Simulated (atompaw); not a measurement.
## u(r) = r·R(r): atom against pseudo-atom (Ar (Z = 18))

Columns: radius, all-electron u(r) and pseudo u(r) of the 3s shell (level -24.06 eV) of argon in the configuration [He] 2s2 2p6 3s2 3p6; PBE, non-relativistic, PAW (atompaw) scheme, atompaw 4.2.0.5.

```json
{"r (bohr)": "0.029", "all-electron": "0.2300", "pseudo": "-0.1924"}
{"r (bohr)": "0.058", "all-electron": "0.2339", "pseudo": "-0.3768"}
{"r (bohr)": "0.087", "all-electron": "0.1318", "pseudo": "-0.5456"}
{"r (bohr)": "0.115", "all-electron": "-0.0029", "pseudo": "-0.6876"}
{"r (bohr)": "0.144", "all-electron": "-0.1431", "pseudo": "-0.8076"}
{"r (bohr)": "0.173", "all-electron": "-0.2643", "pseudo": "-0.8963"}
{"r (bohr)": "0.202", "all-electron": "-0.3577", "pseudo": "-0.9513"}
{"r (bohr)": "0.231", "all-electron": "-0.4207", "pseudo": "-0.9722"}
{"r (bohr)": "0.260", "all-electron": "-0.4543", "pseudo": "-0.9601"}
{"r (bohr)": "0.288", "all-electron": "-0.4614", "pseudo": "-0.9197"}
{"r (bohr)": "0.317", "all-electron": "-0.4461", "pseudo": "-0.8519"}
{"r (bohr)": "0.346", "all-electron": "-0.4117", "pseudo": "-0.7623"}
{"r (bohr)": "0.375", "all-electron": "-0.3621", "pseudo": "-0.6565"}
{"r (bohr)": "0.404", "all-electron": "-0.3008", "pseudo": "-0.5398"}
{"r (bohr)": "0.433", "all-electron": "-0.2309", "pseudo": "-0.4175"}
{"r (bohr)": "0.462", "all-electron": "-0.1551", "pseudo": "-0.2944"}
{"r (bohr)": "0.490", "all-electron": "-0.0787", "pseudo": "-0.1783"}
{"r (bohr)": "0.519", "all-electron": "0.0020", "pseudo": "-0.0639"}
{"r (bohr)": "0.548", "all-electron": "0.0827", "pseudo": "0.0426"}
{"r (bohr)": "0.577", "all-electron": "0.1622", "pseudo": "0.1403"}
{"r (bohr)": "0.606", "all-electron": "0.2392", "pseudo": "0.2290"}
{"r (bohr)": "0.635", "all-electron": "0.3131", "pseudo": "0.3094"}
{"r (bohr)": "0.663", "all-electron": "0.3810", "pseudo": "0.3802"}
{"r (bohr)": "0.692", "all-electron": "0.4472", "pseudo": "0.4472"}
{"r (bohr)": "0.721", "all-electron": "0.5090", "pseudo": "0.5091"}
{"r (bohr)": "0.750", "all-electron": "0.5663", "pseudo": "0.5663"}
```

Q: How many radial nodes do the two functions have?

A: The all-electron 3s function has n − l − 1 = 2; the pseudo-wave has 1, since 1 lower shell of the same l stays in the valence.

Q: Is the pseudo-wave norm-conserving?

A: No, it belongs to a PAW set: the norm inside the radius is not constrained, and the difference is carried by the augmentation charge.
